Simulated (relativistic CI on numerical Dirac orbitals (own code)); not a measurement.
# Energy levels of Lu¹⁹⁺

Calculated at this level of theory: Dirac-Coulomb-Breit CI, orbitals from a KLI potential per configuration, a model potential for QED, unscaled Slater integrals (own radial code, finite nucleus).

Configuration list (outside the closed core [Ar] 3d10 4p6): 4s2 4d10 4f6, 4s2 4d10 4f5 5s, 4s2 4d10 4f4 5s2, 4s2 4d10 4f5 5p, 4s2 4d10 4f4 5s 5p, 4s2 4d9 4f7, 4s2 4d10 4f4 5p2, 4s2 4d10 4f5 6p, 4d10 4f8. Levels of other configurations are missing.

The lowest level is 4s2 4d10 4f6 7F_0, with 76 % of that term; Hund's rules for 4s2 4d10 4f6 give 7F with J = 0, in agreement.

| No. | Configuration | Term | J | E (cm⁻¹) | % | Landé g |
| --- | --- | --- | --- | --- | --- | --- |
| 1 | 4s2 4d10 4f6 | 7F | 0 | 0.0 | 76 |  |
| 2 | 4s2 4d10 4f6 | 7F | 1 | 2619.9 | 83 | 1.496 |
| 3 | 4s2 4d10 4f6 | 7F | 2 | 6114.9 | 90 | 1.492 |
| 4 | 4s2 4d10 4f6 | 7F | 3 | 9816.2 | 93 | 1.489 |
| 5 | 4s2 4d10 4f6 | 7F | 4 | 13454.0 | 94 | 1.486 |
| 6 | 4s2 4d10 4f6 | 7F | 5 | 16875.4 | 92 | 1.482 |
| 7 | 4s2 4d10 4f6 | 7F | 6 | 19908.8 | 88 | 1.476 |
| 8 | 4s2 4d10 4f6 | 5D | 0 | 32591.5 | 47 |  |
| 9 | 4s2 4d10 4f6 | 5D | 1 | 40919.5 | 70 | 1.479 |
| 10 | 4s2 4d10 4f6 | 5D | 2 | 50138.9 | 83 | 1.469 |
| 11 | 4s2 4d10 4f6 | 5L | 6 | 51497.4 | 64 | 0.812 |
| 12 | 4s2 4d10 4f6 | 5L | 7 | 57184.5 | 82 | 0.936 |
| 13 | 4s2 4d10 4f6 | 5G | 2 | 59057.2 | 75 | 0.438 |
| 14 | 4s2 4d10 4f6 | 5G | 6 | 59258.9 | 33 | 1.171 |
| 15 | 4s2 4d10 4f6 | 5D | 3 | 59293.6 | 59 | 1.275 |
| 16 | 4s2 4d10 4f6 | 5G | 5 | 59822.2 | 43 | 1.148 |
| 17 | 4s2 4d10 4f6 | 5G | 3 | 60572.3 | 42 | 1.002 |
| 18 | 4s2 4d10 4f6 | 5G | 4 | 60705.6 | 52 | 1.036 |
| 19 | 4s2 4d10 4f6 | 5L | 8 | 61104.4 | 88 | 1.044 |
| 20 | 4s2 4d10 4f6 | 5L | 9 | 63692.9 | 89 | 1.124 |
| 21 | 4s2 4d10 4f6 | 5L | 10 | 64119.9 | 82 | 1.176 |
| 22 | 4s2 4d10 4f6 | 5D | 4 | 69168.0 | 66 | 1.414 |
| 23 | 4s2 4d10 4f6 | 5H | 7 | 70064.5 | 58 | 1.215 |
| 24 | 4s2 4d10 4f6 | 3P | 0 | 71054.1 | 46 |  |
| 25 | 4s2 4d10 4f6 | 5H | 3 | 71342.3 | 50 | 0.698 |
| 26 | 4s2 4d10 4f6 | 5G | 4 | 73197.1 | 37 | 0.945 |
| 27 | 4s2 4d10 4f6 | 5H | 6 | 73511.5 | 29 | 1.180 |
| 28 | 4s2 4d10 4f6 | 5G | 5 | 73730.0 | 37 | 1.054 |
| 29 | 4s2 4d10 4f6 | 5F | 2 | 75232.1 | 50 | 1.010 |
| 30 | 4s2 4d10 4f6 | 5F | 3 | 75727.3 | 48 | 1.165 |

Energies count from the lowest computed level.

The mean weight of the leading LS term, summed over parents, in these 30 levels is 65 %, and that of the leading jj configuration (from the same eigenvectors) 46 %, so LS coupling describes them better.

At this charge energies of transitions that change n are usually good to better than 1 %, and those within a shell (Δn = 0) to a few per cent. Terms inside the open d or f shell come out 10 to 20 % too wide with unscaled integrals.

LS names give the leading component of a level, which can be under half, so a name can repeat, a term be missing and a line seem to break the LS rules.
